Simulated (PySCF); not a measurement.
Si(F)(I)2(Me) (CH3FI2Si), SMILES F[Si](I)(C)I.

Geometry: B3LYP-D3(BJ)/def2-SVP. The def2 effective core potentials stand for the cores of I; spin–orbit coupling is left out.

Method: PySCF 2.14.0 with B3LYP-D3(BJ)/def2-SVP.

Frequencies are harmonic and unscaled.

```csv
mode,ν (cm⁻¹),IR (km/mol),moving atoms (share of kinetic energy)
1,82,0.1,I 80 %
2,146,0.1,"C 41 %, H 32 %, F 20 %"
3,169,0.0,H 92 %
4,181,0.8,"C 33 %, Si 23 %, H 22 %, F 12 %, I 10 %"
5,194,3.3,"F 62 %, I 23 %, C 9 %"
6,206,3.0,"F 57 %, I 24 %, Si 12 %"
7,322,32.1,"Si 45 %, C 17 %, F 15 %, I 12 %, H 10 %"
8,419,177.8,"Si 82 %, I 9 %"
9,717,57.0,"C 42 %, Si 33 %, H 18 %"
10,796,37.0,"H 66 %, C 20 %"
11,802,121.9,"H 74 %, C 20 %"
12,911,127.1,"F 46 %, Si 44 %"
13,1270,17.2,"H 78 %, C 21 %"
14,1420,7.7,H 96 %
15,1423,1.2,H 96 %
16,3038,0.1,H 97 %
17,3139,0.0,"H 91 %, C 9 %"
18,3148,0.1,"H 91 %, C 9 %"
```
